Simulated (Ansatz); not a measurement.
`CO[SiH2]CS`, charge 0, multiplicity 1.

Give a relaxed structure at PBE0-D4/def2-TZVP (Ansatz 0.2.0). (An estimate is asked.)

Computed: 
Z-matrix (Å, degrees):
```
C
O 1 1.408
H 1 1.096 2 111.4
H 1 1.096 2 111.5 3 -121.5
H 1 1.091 2 108.3 3 119.2
Si 2 1.644 1 123.3 3 63.8
C 6 1.864 2 106.0 1 174.5
H 6 1.493 2 110.0 1 -65.6
H 6 1.489 2 110.5 1 54.5
S 7 1.813 6 111.4 2 -56.1
H 7 1.093 6 108.8 2 -172.6
H 7 1.092 6 112.0 2 68.8
H 10 1.343 7 96.7 6 45.6
```
This is one stationary point; other conformers may exist.
